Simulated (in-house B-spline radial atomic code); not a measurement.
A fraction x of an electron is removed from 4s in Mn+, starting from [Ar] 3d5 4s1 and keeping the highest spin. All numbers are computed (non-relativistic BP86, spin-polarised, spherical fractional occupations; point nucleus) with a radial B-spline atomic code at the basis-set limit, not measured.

```csv
x,E(x) - E(0) (eV),4s up level (eV)
0,0.0000,-12.628
0.04,0.5108,-12.912
0.15,1.9743,-13.697
0.31,4.2572,-14.840
0.46,6.5635,-15.911
0.5,7.2056,-16.195
0.52,7.5310,-16.337
0.67,10.0610,-17.394
0.79,12.1983,-18.224
0.97,15.5877,-19.425
1,16.1734,-
```

The exact functional would give a straight line between the two integer points. Deviations E(x) - E(0) - x[E(1) - E(0)], in eV: -0.136 at x = 0.04, -0.452 at x = 0.15, -0.757 at x = 0.31, -0.876 at x = 0.46, -0.881 at x = 0.5, -0.879 at x = 0.52, -0.775 at x = 0.67, -0.579 at x = 0.79, -0.1 at x = 0.97.

The curve lies below the straight line by up to 0.881 eV (at x = 0.5): convex, the delocalisation error that favours fractional charges.

Problem. How well does Slater's transition state (minus the level at half occupation) give the ionisation energy?

Solution. It gives 16.195 eV against 16.173 eV from the two total energies; NIST lists 15.64 eV, ground level to ground level.
